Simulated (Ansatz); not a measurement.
A structure relaxed at PBE-D4/def2-SVP in Ansatz, charge 0, singlet:

Cartesian coordinates in Å:
```
Ta 2.066 0.776 0.768
Ta 0.531 -0.285 2.537
Ta -0.631 0.988 0.538
Ta 0.370 -1.233 0.079
Si -1.156 -0.091 -2.104
Si 1.059 0.793 -1.523
Si -2.239 -0.948 -0.295
```

Task: Give its formula and point group.

Result: the cluster Ta4Si3. Point group Cs (tolerance 0.1 Å).

Task: Summarise the bond lengths by kind (pairs closer than 1.2 times the sum of covalent radii, bridged metal pairs left out).

Result: 7 × Si–Ta 2.50 to 2.90 Å; 6 × Ta–Ta 2.48 to 2.72 Å; 2 × Si–Si 2.28 to 2.45 Å.

In the def2 sets Ta takes a core potential; there is no spin–orbit coupling. The restricted singlet is unstable towards broken spin symmetry in Hartree–Fock (as tested in another run); at PBE-D4/def2-SVP this wasn't settled. The relaxation made no stability test and no search for a lower SCF solution. No other spin state of charge 0 was run. Another isomer (triplet) lies 1.49 eV lower at PBE0-D4/def2-TZVP; other spin states weren't run for this one.
